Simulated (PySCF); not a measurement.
Order these species by their calculated properties.

All species are isolated and taken at one optimised geometry, non-relativistic unless stated. Electronic properties by PySCF.

Dipoles, sizes and rotational constants follow the conformer. The torsions of the flexible species, by atom-mapped SMILES:
- `[CH2:1]=[CH:2][c:3]1[cH:4][n:5][cH:6][s:7]1`: C1–C2–C3–C4 180°
- `[CH3:1][CH2:2][O:3][CH:4]1[CH2:5][CH2:6][CH2:7]1`: C1–C2–O3–C4 72°, C2–O3–C4–C5 167°
- `[CH3:1][CH2:2][C@H:3]([CH3:4])[CH2:5][CH:6]=[O:7]`: C1–C2–C3–C4 -171°, C2–C3–C5–C6 -175°, C3–C5–C6–O7 -134°
- `[CH2:1]=[C:2]([CH2:3][OH:4])[C:5](=[O:6])[O:7][CH3:8]`: C1–C2–C3–O4 -5°, C1–C2–C5–O6 3°, C2–C5–O7–C8 180°, H–O4–C3–C2 -59°
- `[CH3:1][C:2]([CH3:3])([CH3:4])[C@H:5]1[CH2:6][O:7]1`: C1–C2–C5–C6 -32°

The conformers of `O=C(O)[C@H]1CCCO1` and `CC1CCOCC1` aren't listed.

Question: Rank by static isotropic polarisability, highest first (PBE0/def2-SVPD at GFN2-xTB geometries).
A. `C#C[C@@H]1CC=C1F`
B. `CCOC1CCC1`
C. `O=C(O)[C@H]1CCCO1`
D. `n1csc(C=C)c1`

Answer: D (85.0 au), B (75.2 au), C (67.6 au), A (65.6 au).

Question: Rank by smallest rotational constant, lowest first (GFN2-xTB).
A. `C/C=N\[SiH3]`
B. `CC[C@H](C)CC=O`
C. `C=C(CO)C(=O)OC`
D. `C#C[C@@H]1CC=C1F`
E. `CCOC1CCC1`
F. `CC(C)(C)[C@H]1CO1`

Answer: C (1.001 GHz), B (1.160 GHz), E (1.379 GHz), D (1.659 GHz), F (1.964 GHz), A (2.822 GHz).

Q: Give the two extremes of that set in cm⁻¹.

A: `C=C(CO)C(=O)OC`: 0.0334 cm⁻¹; `C/C=N\[SiH3]`: 0.0941 cm⁻¹.

Question: Rank by lowest singlet excitation, lowest first (TDDFT PBE0/def2-SVPD at GFN2-xTB geometries).
A. `CC[C@H](C)CC=O`
B. `CC(C)(C)[C@H]1CO1`
C. `O=C(O)[C@H]1CCCO1`
D. `CCOC1CCC1`
E. `CC1CCOCC1`
F. `C=Cc1cncs1`
G. `C([C@@H]1CC=C1F)#C`

Answer: A (4.30 eV), F (4.67 eV), C (5.52 eV), G (6.53 eV), D (6.85 eV), E (6.99 eV), B (7.46 eV).

Question: Rank by lowest triplet excitation (Tamm–Dancoff), lowest first (TDA PBE0/def2-SVPD at GFN2-xTB geometries).
A. `C=Cc1cncs1`
B. `C([C@@H]1CC=C1F)#C`
C. `CCOC1CCC1`
D. `CC1CCOCC1`

Answer: A (2.85 eV), B (4.50 eV), C (6.68 eV), D (6.81 eV).

Question: Rank by HOMO energy, lowest first (PBE0/def2-SVPD at GFN2-xTB geometries).
A. `CCOC1CCC1`
B. `CC(C)(C)[C@H]1CO1`
C. `C=Cc1cncs1`
D. `C#C[C@@H]1CC=C1F`

Answer: B (-7.80 eV), D (-7.47 eV), A (-7.15 eV), C (-6.78 eV).

Question: Rank by HOMO–LUMO gap, lowest first (PBE0/def2-SVPD at GFN2-xTB geometries).
A. `CC[C@H](C)CC=O`
B. `CCOC1CCC1`
C. `CC(C)(C)[C@H]1CO1`
D. `C=Cc1cncs1`
E. `FC1=CC[C@H]1C#C`

Answer: D (5.16 eV), A (6.68 eV), E (7.70 eV), B (7.97 eV), C (8.48 eV).

Q: By how much do the two ends of that ranking differ?

A: By 3.32 eV, between `CC(C)(C)[C@H]1CO1` and `C=Cc1cncs1`.
